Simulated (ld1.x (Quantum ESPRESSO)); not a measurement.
# Cutoff test, aluminium (Al), PAW

| Item | Value |
| --- | --- |
| Element | aluminium (Al) |
| Generator | ld1.x (Quantum ESPRESSO) 7.5 |
| Type | PAW |
| Functional | PBEsol |
| Relativity | non-relativistic |
| Frozen core | [Ne] |
| Valence charge | 3 |
| Reference configuration | 3s2 3p1 |
| Partial waves | 3s (bound): rcut 1.60, rcutus 2.25 bohr; 3s channel at 2.45 Ry: rcut 1.60, rcutus 2.25 bohr; 3p (bound): rcut 1.75, rcutus 2.00 bohr; 3p channel at 0.35 Ry: rcut 1.75, rcutus 2.00 bohr; 3d channel at 0.3 Ry: rcut 1.70, rcutus 2.40 bohr; 3d channel at 2.75 Ry: rcut 1.70, rcutus 2.40 bohr |
| Local potential | all-electron potential smoothed inside 2.15 bohr (lloc = -1) |
| Core correction | Bessel-smoothed model core inside 1.30 bohr |
| Augmentation charge | PSQ, radius 1.35 bohr |

The pseudo-atom Hamiltonian at the reference potential is diagonalised in spherical Bessel functions j_l(qr) that vanish at 20 bohr, with q² up to the cutoff. All-electron valence levels (Ry): 3s -0.5654, 3p -0.1983.

How do the lowest levels (Ry) of each channel move with the cutoff, and are there ghosts?

```csv
cutoff (Ry),s #1,p #1,d #1,f #1,Σ f·Δε (mRy)
8,-0.5653,-0.1982,0.0479,0.1031,0.2
10,-0.5653,-0.1982,0.0479,0.1031,0.2
400,-0.5654,-0.1983,0.0479,0.1031,0.0
```

Result: no extra level below or beside the all-electron valence levels (s, p, d, f tested); 10 mRy is reached at 6 Ry and 1 mRy at 6 Ry.
